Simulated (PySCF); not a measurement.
ClH5W, multiplicity 1. Atoms are numbered in the order given.

```xyz
7

W     -0.3885     0.0178     0.0000
Cl     1.9318    -0.0194     0.0000
H     -0.0525    -0.7618     1.4373
H     -0.5583     1.7231     0.0000
H     -1.7134    -0.5920     0.8828
H     -0.0525    -0.7618    -1.4373
H     -1.7134    -0.5920    -0.8828
```

Geometry optimised at B3LYP-D3(BJ)/def2-TZVP. The geometry has at least one imaginary mode, so it is a saddle point at that level. The multiplicity is an assumed one; no other spin state was optimised. The structure was generated by enumeration; whether it is a known compound was not checked. The def2 effective core potentials stand for the cores of W; spin–orbit coupling is left out.

All values below come from ωB97X/def2-TZVPD in PySCF.

Mulliken values depend strongly on the basis, most of all with diffuse functions as here. ESP charges are fitted to the potential on shells at 1.4 to 2.0 van der Waals radii. Atomic charges (e):

| atom | Mulliken | ESP fit |
|---|---|---|
| W1 | 1.04 | 0.74 |
| Cl2 | -0.42 | -0.27 |
| H3 | -0.09 | -0.07 |
| H4 | -0.18 | -0.08 |
| H5 | -0.13 | -0.12 |
| H6 | -0.09 | -0.07 |
| H7 | -0.13 | -0.12 |
